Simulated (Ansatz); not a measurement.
Cost and result for the atomization energy of H₆InNOSn (`[NH2][InH][SnH2][OH]`) (10 atoms, 9 bonds).

| atom | x (Å) | y (Å) | z (Å) |
| --- | --- | --- | --- |
| N1 | 0.645 | 2.473 | -0.549 |
| In2 | 1.110 | 0.586 | -0.042 |
| Sn3 | -0.989 | -1.222 | -0.094 |
| O4 | -0.864 | -2.383 | 1.508 |
| H5 | 1.298 | 3.239 | -0.525 |
| H6 | -0.288 | 2.795 | -0.745 |
| H7 | 2.764 | 0.321 | 0.347 |
| H8 | -1.000 | -2.267 | -1.460 |
| H9 | -2.546 | -0.543 | 0.097 |
| H10 | -0.130 | -2.999 | 1.462 |

The species carries charge 0 and has multiplicity 1. Correlated methods include outer-core shells of In, Sn, which these sets cover unevenly. In, Sn: def2 effective core potential. Geometry: relaxed with PBE0-D4/def2-TZVP. It is one conformer, not always the lowest. Program: Ansatz. All runs use 4 threads of an Arm Neoverse V1 on a shared host. Times are those of one run each, without the atoms' runs, and a repeat can differ threefold. Electronic energies, without spin–orbit coupling; frozen cores. CCSD(T)/CBS adds CCSD(T) − MP2 in def2-TZVPP to the MP2 limit, and its time is that of the two runs behind it. T1 = 0.015. With those shells the extrapolation isn't a true limit. B3LYP takes the VWN-RPA correlation (the form of Gaussian; ORCA's B3LYP/G).

CCSD(T)/CBS is a level of theory with its own doubt, some kJ/mol a heavy atom from the limit and from the frozen cores, so smaller differences don't rank the functionals.

| level | functions | wall time | atomization (kJ/mol) | difference from CCSD(T)/CBS | per bond |
| --- | --- | --- | --- | --- | --- |
| LDA (SPW92)/def2-TZVPP | 246 | 1.4 s | 3154.4 | 395.9 | 44.0 |
| revPBE-D4/def2-TZVPP | 246 | 2.4 s | 2652.1 | -106.4 | -11.8 |
| BLYP-D4/def2-TZVPP | 246 | 2.6 s | 2704.1 | -54.4 | -6.0 |
| PBE-D4/def2-TZVPP (with forces) | 246 | 2.9 s | 2738.2 | -20.3 | -2.3 |
| PBE0-D4/def2-TZVPP | 246 | 3.8 s | 2674.8 | -83.7 | -9.3 |
| B3LYP-D4/def2-TZVPP (with forces) | 246 | 5.5 s | 2702.1 | -56.4 | -6.3 |
| r2SCANh-D4/def2-TZVPP | 246 | 6.5 s | 2680.6 | -77.9 | -8.7 |
| B2PLYP/def2-TZVPP | 246 | 7.5 s | 2669.0 | -89.5 | -9.9 |
| B97M-V/def2-TZVPP | 246 | 11 s | 2742.1 | -16.4 | -1.8 |
| CCSD(T)/def2-SVP | 110 | 14 s | 2473.0 | -285.5 | -31.7 |
| MP2/def2-QZVPP | 458 | 23 s | 2712.6 | -45.9 | -5.1 |
| CCSD(T)/def2-TZVPP | 246 | 6.6 min | 2655.1 | -103.4 | -11.5 |
| CCSD(T)/CBS(def2) | – | 7 min | 2758.5 | 0.0 | 0.0 |

In def2-TZVPP, CCSD(T) changes the Hartree–Fock value by +891.2 kJ/mol (the triples alone add +49.6 kJ/mol) and MP2 by +886.2 kJ/mol; breaking electron pairs costs correlation energy, which Hartree–Fock lacks. Leaving LDA and LC-ωPBE aside and taking each functional with its dispersion term where it has one, the values, not all of them listed here, spread over 138.1 kJ/mol, from BHLYP-D4 to ωB97X-V. LDA lies +435.0 kJ/mol from PBE without D4, its usual overbinding. The D4 term adds +30.5 kJ/mol with B3LYP and +16.2 kJ/mol with PBE0; it sums over pairs of atoms, weighted by their polarisabilities, and B3LYP, whose exchange is more repulsive, gets the larger term.

Spin–orbit coupling would lower the free In, Sn atoms strongly, and the atomization energy with them, by more than many differences here. For some Ge, Se and Sn compounds the MP2-based and the directly extrapolated limit differ by 10 to 25 kJ/mol.
